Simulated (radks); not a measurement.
Task: The caesium ion Cs+, [Xe]. Calculated with a radial shooting solver on a logarithmic mesh with Libxc functionals: non-relativistic Kohn-Sham, exchange-only LDA, spin-polarised, spherical densities, point nucleus. Every spin shell is full or empty, so the densities are truly spherical. Functionals are evaluated on that one density, not self-consistently. Rank these exchange functionals by their error against the exact value of the orbitals, and give that value: LDA, PBE, PBEsol, revPBE, PW91, PW86, WC, SOGGA, EV93, APBE, TPSS, r2SCAN, MS2, TASK.

Result: Exact: -183.809 hartree. From best to worst, with 100 (|E| - |E exact|)/|E exact| (equal figures are ties): PW91 -0.01, r2SCAN -0.13, PW86 -0.24, APBE +0.28, revPBE -0.31, TPSS -0.33, EV93 -0.38, PBE -0.43, MS2 -0.62, WC -0.83, TASK -2.19, PBEsol -2.20, SOGGA -2.21, LDA -4.68.
